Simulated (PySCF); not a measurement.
# Ionisation energy of Sc by level of theory

Sc [Ar] 3d1 4s2 (2D) → Sc⁺ [Ar] 3d1 4s1 (3D), as a difference of total energies. Computed with PySCF 2.14 in cc-pVDZ (6s5p3d1f, 43 functions), with no relativity, point nucleus. Correlated levels: valence: [Ar] frozen. The calculations carry no spin-orbit coupling.

```json
{"method": "UHF", "ionisation energy (eV)": "5.369"}
{"method": "LDA", "ionisation energy (eV)": "6.654"}
{"method": "MP2 (valence)", "ionisation energy (eV)": "6.020"}
{"method": "SCS-MP2 (valence)", "ionisation energy (eV)": "6.149"}
```

Task: How much does correlation contribute at MP2 (valence)?

Result: 6.020 − (5.369) = 0.651 eV, measured against UHF.

These non-relativistic numbers lack the scalar-relativistic shift.

Errors of the correlated levels include the incompleteness of this basis and the frozen core.

MP2 underrates the near-degeneracy of ns² with np² in the lower species.

For comparison: 6.562 eV (measured; NIST levels, between the centres of gravity of the two terms).
